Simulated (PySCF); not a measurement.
Calculation: M06-2X/def2-TZVP // B3LYP-D3(BJ)/def2-SVP (PySCF 2.14.0). All species are isolated molecules in the gas phase. One relaxed conformer stands for a flexible species; it need not be the lowest. 

Reference species (SMILES): `[Br][In]([Br])[Br]` (neutral, multiplicity 1).

```yaml
LUMO: -2.42 eV
S1 oscillator strength: 0.000
```

Changed species: `C[N](C)[In]([Br])[Br]` (C–N–In–Br torsion 180°) (1 of 3 Br replaced by N(CH3)2; the reference has 0 of 3 Br replaced by N(CH3)2).

**Question.** Give the shifts of the LUMO and S1 oscillator strength.

**Answer.** the LUMO rises by 0.88 eV, to -1.54 eV; the S1 oscillator strength stays essentially unchanged.
